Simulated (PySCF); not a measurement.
# One molecule, several mistakes: AlCGeH6N

These are calculations, not measurements. The program is PySCF 2.14.0, an open-source quantum chemistry code, run on an isolated molecule that a program drew, which may never have been made. The molecule is AlCGeH6N (charge 0, singlet), drawn as the SMILES string `[AlH2][CH2][NH][GeH]`.

Each row is a Hartree-Fock (HF) and frozen-core CCSD(T) single point in the cc-pV(D+d)Z basis, meant for a local HF minimum. Run 1 is clean. Each other run has one planted mistake out of seven kinds, and not every kind appears here: one electron removed, one electron added, multiplicity raised by two, geometry at a saddle point, minimal basis STO-3G, one bond length entered in bohr, all coordinates scaled. The reference is restricted for singlets and unrestricted otherwise, and also for a bond in bohr. Adding or removing an electron swaps singlet and doublet. Electrons count all cores. HOMO and LUMO are orbital energies over both spins, the gradient is its largest component, and the lowest frequency (negative if imaginary) is given only where the gradient is small. Bond lengths are over the 9 bonds as drawn. T1 is the CCSD diagnostic: over 0.02 (restricted) or 0.045 (unrestricted) a single reference is doubtful. Germanium has the cc-pVDZ-PP basis, with a core potential (ECP10MDF) in place of its 10 inner electrons, and its 3s, 3p and 3d shells are frozen in CCSD(T).

Geometry of the clean run:
```xyz
10
AlCGeH6N, angstrom
Al    0.5283   -0.9198    0.1076
C     1.5443    0.7583    0.5960
N     0.8616    1.9142   -0.0053
Ge   -0.6077    1.5842   -0.9601
H    -0.5089   -1.5225    1.1434
H     1.0242   -1.7920   -1.1193
H     2.5801    0.7034    0.2375
H     1.5975    0.8765    1.6858
H     1.2738    2.8136    0.1661
H    -1.0260    3.0240   -1.4162
```

| run | electrons | basis functions | <S^2> | HOMO (eV) | LUMO (eV) | gradient (hartree/bohr) | lowest frequency (cm^-1) | mean bond (Å) | longest bond (Å) | T1 | HF (hartree) | CCSD(T) (hartree) | mistake |
|---|---|---|---|---|---|---|---|---|---|---|---|---|---|
| 1 | 64 | 104 | 0.000 | -9.63 | 1.11 | 2.9e-05 | 92 | 1.4680 | 2.022 | 0.0200 | -631.07591 | -631.61289 | no fault |
| 2 | 64 | 104 | 0.000 | -9.56 | 1.39 | 7.6e-02 | - | 1.3667 | 1.882 | 0.0164 | -631.02437 | -631.54978 | all coordinates scaled |
| 3 | 64 | 104 | 2.009 | -6.91 | -1.15 | 5.1e-02 | - | 1.4680 | 2.022 | 0.0175 | -630.98345 | -631.49581 | ? |
| 4 | 63 | 104 | 0.761 | -14.46 | -7.19 | 1.3e-01 | - | 1.4680 | 2.022 | 0.0341 | -630.75125 | -631.25777 | ? |

**Which mistake was planted in run 3, and what did it cost?**

Electrons, basis and geometry are unchanged, and <S^2> is 2.009, beside S(S+1) = 2.00 for a multiplicity of 3. So the mistake is: multiplicity raised by two. Subtracting run 1 and multiplying by 627.51 kcal/mol a hartree, the energy moved by 58.0 kcal/mol in HF and 73.5 kcal/mol in CCSD(T).

**Which mistake was planted in run 4, and what did it cost?**

It counts 63 electrons, one fewer than the clean run, at the same geometry and basis. So the mistake is: one electron removed. Subtracting run 1 and multiplying by 627.51 kcal/mol a hartree, the energy moved by 203.7 kcal/mol in HF and 222.8 kcal/mol in CCSD(T).

